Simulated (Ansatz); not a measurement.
Cost and result up the ladder for B(PF3)H3 (BPH3F3) (8 atoms). Charge 0, multiplicity 1. Geometry: PBE-D4/def2-SVP.

| atom | x (Å) | y (Å) | z (Å) |
| --- | --- | --- | --- |
| B1 | -0.835 | -0.304 | 0.649 |
| F2 | 0.490 | -0.181 | -1.982 |
| F3 | 2.017 | -0.344 | -0.091 |
| F4 | 0.884 | 1.760 | -0.564 |
| P5 | 0.564 | 0.205 | -0.439 |
| H6 | -0.493 | 0.121 | 1.745 |
| H7 | -0.834 | -1.524 | 0.538 |
| H8 | -1.793 | 0.267 | 0.143 |

Ansatz on 2 threads of Intel Xeon Platinum 8488C on a shared host. Times are rough, and most runs start from the orbitals of an earlier one. PBE0-D4/def2-TZVP serves as the yardstick here, not as an exact answer. Differences are given only for rows in sets of like size (and for xTB, whose basis is part of the method), since another set adds its own error. Binding counts from free atoms at the same level (B doublet, F doublet, P quartet, H doublet; other spins of the atoms weren't run), without zero-point energy or a counterpoise term.

Correlated methods freeze 9 core orbitals. The rows differ in basis, and correlated rows in double-zeta sets carry the largest basis error. Another isomer (singlet) lies 1.86 eV lower at PBE0-D4/def2-TZVP; other spin states weren't run for this one.

Correlated methods converge slowly with the basis, most of all in double-zeta sets.

```csv
level,functions,wall time
PBE-D4/def2-SVP,89,0.85 s
LDA (SPW92)/def2-TZVP,179,1.1 s
PBE0-D4/def2-SVP,89,1.1 s
revPBE-D4/def2-TZVP,179,1.6 s
PBE-D4/def2-TZVP (with forces),179,2.1 s
MP2/def2-TZVP,179,2.2 s
PBE0-D4/def2-TZVP,179,2.3 s
r2SCAN-D4/def2-TZVP,179,2.8 s
r2SCANh-D4/def2-TZVP,179,3.4 s
CCSD(T)/def2-SVP,89,3.8 s
```

Q: Estimate what each level gives for the binding energy per atom (eV).

A: 
```
                         level  binding energy per atom (eV)  difference from PBE0-D4/def2-TZVP (eV)
               PBE-D4/def2-SVP                          3.68                                       –
         LDA (SPW92)/def2-TZVP                          4.28                                    0.67
              PBE0-D4/def2-SVP                          3.53                                       –
           revPBE-D4/def2-TZVP                          3.61                                    0.01
PBE-D4/def2-TZVP (with forces)                          3.73                                    0.13
                 MP2/def2-TZVP                          3.59                                   -0.02
             PBE0-D4/def2-TZVP                          3.61                                    0.00
           r2SCAN-D4/def2-TZVP                          3.66                                    0.05
          r2SCANh-D4/def2-TZVP                          3.62                                    0.01
              CCSD(T)/def2-SVP                          3.26                                       –
```
